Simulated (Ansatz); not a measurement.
## Nudged elastic band run: BrGaH$_{4}$O$_{3}$

Input file:

```yaml
crystal:
  periodic: [false, false, false]
  atoms:
    - { symbol: Ga, position_ang: [-0.164653, -0.167409, -0.475604] }
    - { symbol: Br, position_ang: [1.076306, -2.011315, -1.128763] }
    - { symbol: O, position_ang: [-0.300875, 1.203762, -1.588867] }
    - { symbol: O, position_ang: [-1.472027, -0.38595, 0.727447] }
    - { symbol: H, position_ang: [1.674676, -0.272381, 1.365371] }
    - { symbol: O, position_ang: [0.983188, 0.361197, 1.162133] }
    - { symbol: H, position_ang: [0.266768, 1.191599, -2.354336] }
    - { symbol: H, position_ang: [-2.365127, -0.203659, 0.45095] }
    - { symbol: H, position_ang: [0.301945, 0.284156, 1.841669] }
basis:
  gaussian: { orbitals: def2-SVP }
hamiltonian:
  xc: { name: BHLYP }
  dispersion: d4
neb:
  order_check: false
  images: 7
  f_tol: 0.05
  max_iterations: 60
  final_atoms:
    - { symbol: Ga, position_ang: [-0.49335789, 0.38255755, -0.01541661] }
    - { symbol: Br, position_ang: [1.76721466, -2.02345771, -0.60283518] }
    - { symbol: O, position_ang: [-0.44294417, 0.99697364, -1.65985831] }
    - { symbol: O, position_ang: [-1.97237467, -0.22089334, 0.72018257] }
    - { symbol: H, position_ang: [1.78043649, -0.94315412, 0.35633208] }
    - { symbol: O, position_ang: [0.93038504, 0.5011672, 1.06516438] }
    - { symbol: H, position_ang: [0.41916464, 1.21787685, -2.00324761] }
    - { symbol: H, position_ang: [-2.72730865, -0.30852232, 0.143741] }
    - { symbol: H, position_ang: [0.73898556, 0.39745224, 1.99593769] }
  initial_path:
    images:
      - { positions_ang: [[-0.164653, -0.167409, -0.475604], [1.076306, -2.011315, -1.128763], [-0.300875, 1.203762, -1.588867], [-1.472027, -0.38595, 0.727447], [1.674676, -0.272381, 1.365371], [0.983188, 0.361197, 1.162133], [0.266768, 1.191599, -2.354336], [-2.365127, -0.203659, 0.45095], [0.301945, 0.284156, 1.841669]] }
      - { positions_ang: [[-0.22863374, -0.09483527, -0.44234879], [1.1585035, -2.01150181, -1.00533529], [-0.33708517, 1.18374882, -1.63089298], [-1.55288338, -0.36612463, 0.70338028], [1.66165435, -0.36670551, 1.22459162], [1.01605066, 0.38175593, 1.17031273], [0.29059164, 1.22703804, -2.32150459], [-2.439488, -0.24212833, 0.39602867], [0.43149115, 0.28875274, 1.90576836]] }
      - { positions_ang: [[-0.29261448, -0.02226153, -0.40909358], [1.240701, -2.01168862, -0.88190757], [-0.37329534, 1.16373565, -1.67291897], [-1.63373977, -0.34629926, 0.67931356], [1.64863269, -0.46103002, 1.08381224], [1.04891331, 0.40231487, 1.17849245], [0.31441528, 1.26247709, -2.28867319], [-2.513849, -0.28059766, 0.34110734], [0.5610373, 0.29334949, 1.96986771]] }
      - { positions_ang: [[-0.35659521, 0.0503122, -0.37583837], [1.3228985, -2.01187542, -0.75847986], [-0.40950551, 1.14372247, -1.71494495], [-1.71459615, -0.32647389, 0.65524685], [1.63561104, -0.55535453, 0.94303286], [1.08177597, 0.4228738, 1.18667218], [0.33823892, 1.29791613, -2.25584178], [-2.58821, -0.31906699, 0.286186], [0.69058345, 0.29794623, 2.03396707]] }
      - { positions_ang: [[-0.42057595, 0.12288594, -0.34258316], [1.405096, -2.01206223, -0.63505214], [-0.44571568, 1.1237093, -1.75697093], [-1.79545253, -0.30664852, 0.63118013], [1.62258939, -0.64967905, 0.80225348], [1.11463863, 0.44343273, 1.1948519], [0.36206256, 1.33335518, -2.22301038], [-2.662571, -0.35753631, 0.23126467], [0.82012959, 0.30254297, 2.09806643]] }
      - { positions_ang: [[-0.43877144, 0.18780384, -0.26079152], [1.49562566, -2.0149111, -0.6269979], [-0.44502281, 1.09202538, -1.73269278], [-1.83968307, -0.28520972, 0.65343074], [1.66205116, -0.72304781, 0.69077313], [1.06857523, 0.45786635, 1.16243002], [0.37633808, 1.3044856, -2.16806968], [-2.67875541, -0.34528282, 0.20938375], [0.79984359, 0.32627029, 2.07253424]] }
      - { positions_ang: [[-0.45696692, 0.25272174, -0.17899988], [1.58615533, -2.01775997, -0.61894366], [-0.44432993, 1.06034147, -1.70841462], [-1.8839136, -0.26377093, 0.67568135], [1.70151294, -0.79641658, 0.57929278], [1.02251183, 0.47229996, 1.13000814], [0.3906136, 1.27561601, -2.11312899], [-2.69493983, -0.33302932, 0.18750284], [0.77955758, 0.34999761, 2.04700206]] }
      - { positions_ang: [[-0.4751624, 0.31763965, -0.09720824], [1.67668499, -2.02060884, -0.61088942], [-0.44363705, 1.02865756, -1.68413647], [-1.92814413, -0.24233213, 0.69793196], [1.74097471, -0.86978535, 0.46781243], [0.97644844, 0.48673358, 1.09758626], [0.40488912, 1.24674643, -2.0581883], [-2.71112424, -0.32077582, 0.16562192], [0.75927157, 0.37372493, 2.02146987]] }
      - { positions_ang: [[-0.49335789, 0.38255755, -0.01541661], [1.76721466, -2.02345771, -0.60283518], [-0.44294417, 0.99697364, -1.65985831], [-1.97237467, -0.22089334, 0.72018257], [1.78043649, -0.94315412, 0.35633208], [0.93038504, 0.5011672, 1.06516438], [0.41916464, 1.21787685, -2.00324761], [-2.72730865, -0.30852232, 0.143741], [0.73898556, 0.39745224, 1.99593769]] }
```

Run as:

```bash
$ ansatz run input.yaml --threads 4 --pin off --max-ram 5120MiB --backend cpu --events-out ev --progress --plain --runs-dir out
```

Output, in part (warnings, iteration lines, the closing report on the highest movable image, with atoms numbered from 0):

```
NEB end point (image 0): max|allowed force component| = 1.460e-2 eV/Å (the criterion of neb.relax_end_points is 1.000e-2)
NEB end point (image 8): max|allowed force component| = 1.956e-2 eV/Å (the criterion of neb.relax_end_points is 1.000e-2)
NEB iter   1: max|band force component| = 3.538e0 eV/Å  barrier→ = 2.0380 eV  barrier← = 0.6040 eV  Δτ_max = 0.2000 Å  (251 SCF iters)
NEB iter   2: max|band force component| = 2.098e0 eV/Å  barrier→ = 1.4973 eV  barrier← = 0.0633 eV  Δτ_max = 0.1972 Å  (212 SCF iters)
NEB iter   3: max|band force component| = 1.112e0 eV/Å  barrier→ = 1.4498 eV  barrier← = 0.0158 eV  Δτ_max = 0.0937 Å  (214 SCF iters)
NEB iter   4: max|band force component| = 6.001e-1 eV/Å  barrier→ = 1.4449 eV  barrier← = 0.0108 eV  Δτ_max = 0.0412 Å  (217 SCF iters)
NEB iter   5: max|band force component| = 1.555e-1 eV/Å  barrier→ = 1.4404 eV  barrier← = 0.0063 eV  CI = image 7  Δτ_max = 0.1082 Å  (217 SCF iters)
NEB iter   6: max|band force component| = 4.200e-1 eV/Å  barrier→ = 1.4550 eV  barrier← = 0.0210 eV  CI = image 7  Δτ_max = 0.0538 Å  (218 SCF iters)
NEB iter   7: max|band force component| = 2.805e-1 eV/Å  barrier→ = 1.4547 eV  barrier← = 0.0206 eV  CI = image 7  Δτ_max = 0.0346 Å  (220 SCF iters)
NEB iter   8: max|band force component| = 1.629e-1 eV/Å  barrier→ = 1.4522 eV  barrier← = 0.0181 eV  CI = image 7  Δτ_max = 0.0501 Å  (219 SCF iters)
NEB iter   9: max|band force component| = 9.336e-2 eV/Å  barrier→ = 1.4517 eV  barrier← = 0.0176 eV  CI = image 7  Δτ_max = 0.0172 Å  (215 SCF iters)
NEB iter  10: max|band force component| = 3.860e-2 eV/Å  barrier→ = 1.4513 eV  barrier← = 0.0172 eV  CI = image 7  Δτ_max = 0.0000 Å  (410 SCF iters)
Total energy: -128609.25439512 eV, -4726.3029245369 hartree
Atom 0 at    -0.395970     0.263790    -0.098118 Å, force    -0.000962     0.015614     0.014809 eV/Å
Atom 1 at     1.440161    -1.944155    -0.547923 Å, force    -0.000695    -0.004072    -0.005451 eV/Å
Atom 2 at    -0.410174     1.074271    -1.658788 Å, force     0.005882    -0.013037    -0.000325 eV/Å
Atom 3 at    -1.853929    -0.329235     0.688565 Å, force     0.001594    -0.007236     0.006126 eV/Å
Atom 4 at     1.605147    -0.857404     0.482091 Å, force    -0.003663     0.012160     0.007526 eV/Å
Atom 5 at     1.011936     0.457738     1.050330 Å, force     0.000857    -0.016487    -0.015301 eV/Å
Atom 6 at     0.437921     1.287046    -2.039546 Å, force    -0.001530     0.005742     0.001563 eV/Å
Atom 7 at    -2.629185    -0.422980     0.141195 Å, force     0.001802     0.003427    -0.006592 eV/Å
Atom 8 at     0.794293     0.470929     1.982194 Å, force    -0.003286     0.003889    -0.002355 eV/Å
Dipole moment:     0.040851     0.162975     0.154878 e Å
```

The run converged. A vibrational analysis at the climbing image gives one clearly imaginary mode, 199i cm⁻¹: a first-order saddle point. The orbitals stay closed-shell, which can raise the energy where a bond breaks towards radicals; this wasn't checked here.

Final band (atoms are numbered from 1 in the order of the input):

```tsv
image	path coordinate (Å)	energy (kcal/mol)	Ga1–Br2 (Å)	H5–O6 (Å)	Br2–H5 (Å)
0	0.00	0.0	2.32	0.96	3.10
1	0.29	0.3	2.32	0.96	2.94
2	0.58	1.0	2.33	0.96	2.76
3	0.87	2.5	2.35	0.97	2.52
4	1.16	5.9	2.41	0.98	2.23
5	1.45	14.8	2.58	1.03	1.96
6	1.74	29.0	2.76	1.23	1.71
7	2.03	33.5	2.91	1.55	1.51
8	2.56	33.1	3.35	1.82	1.44
```

Time of the run: 5.3 min on 4 threads of Arm Neoverse N1, with other jobs on the host, peak memory 0.37 GiB.
